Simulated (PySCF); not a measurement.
**Electron correlation in O⁺ (oxygen, charge +1)**

[He] 2s2 2p3, high-spin 4S determinant. Computed with PySCF 2.14 in cc-pVTZ, with no relativity, point nucleus. Frozen: 1s2; 5 electrons correlated.

MP2 pair energies summed by pair of shells (mhartree):

| pair | energy | share (%) |
| --- | --- | --- |
| 2s-2p | -64.12 | 65.7 |
| 2p-2p | -23.47 | 24.0 |
| 2s-2s | -10.05 | 10.3 |

Total MP2 correlation energy: -97.64 mhartree.

Same-spin part -29.15 and opposite-spin part -68.49 mhartree; SCS-MP2 scales them by 1/3 and 6/5 to -91.90 mhartree.

| level | correlation energy (mhartree) |
| --- | --- |
| CCSD | -112.70 |
| (T) | -1.60 |
| CCSD(T) | -114.30 |

Diagnostics: T1 = 0.0040, D1 = 0.0090, largest double amplitude 0.036.

Cost of the coupled-cluster step: 0.24 s of wall time on 1 thread of Neoverse-V2 (shared host), for 5 correlated electrons.

Iterations:

```
CC2 = 0
CCSD nocc = (np.int64(4), np.int64(1)), nmo = (29, 29)
frozen orbitals [[0], [0]]
max_cycle = 100
direct = 0
conv_tol = 1e-08
conv_tol_normt = 1e-06
diis_space = 8
diis_start_cycle = 0
Init t2, MP2 energy = -0.0976353273827089
Init E_corr(UCCSD) = -0.0976353273831416
cycle = 1  E_corr(UCCSD) = -0.109558123870687  dE = -0.0119227965  norm(t1,t2) = 0.0239936
cycle = 2  E_corr(UCCSD) = -0.111764086118527  dE = -0.00220596225  norm(t1,t2) = 0.00779117
cycle = 3  E_corr(UCCSD) = -0.112729245532537  dE = -0.000965159414  norm(t1,t2) = 0.00307226
cycle = 4  E_corr(UCCSD) = -0.11269169600662  dE = 3.75495259e-05  norm(t1,t2) = 0.000409271
cycle = 5  E_corr(UCCSD) = -0.112697483634446  dE = -5.78762783e-06  norm(t1,t2) = 8.086e-05
cycle = 6  E_corr(UCCSD) = -0.112697564974153  dE = -8.13397074e-08  norm(t1,t2) = 7.19778e-06
cycle = 7  E_corr(UCCSD) = -0.112697604793948  dE = -3.98197945e-08  norm(t1,t2) = 9.93095e-07
cycle = 8  E_corr(UCCSD) = -0.11269759425273  dE = 1.05412173e-08  norm(t1,t2) = 1.30651e-07
cycle = 9  E_corr(UCCSD) = -0.112697594701159  dE = -4.48428364e-10  norm(t1,t2) = 2.48819e-08
UCCSD converged
E(UCCSD) = -74.48307186761501  E_corr = -0.1126975947011587
UCCSD(T) correction = -0.00159871958353336
```
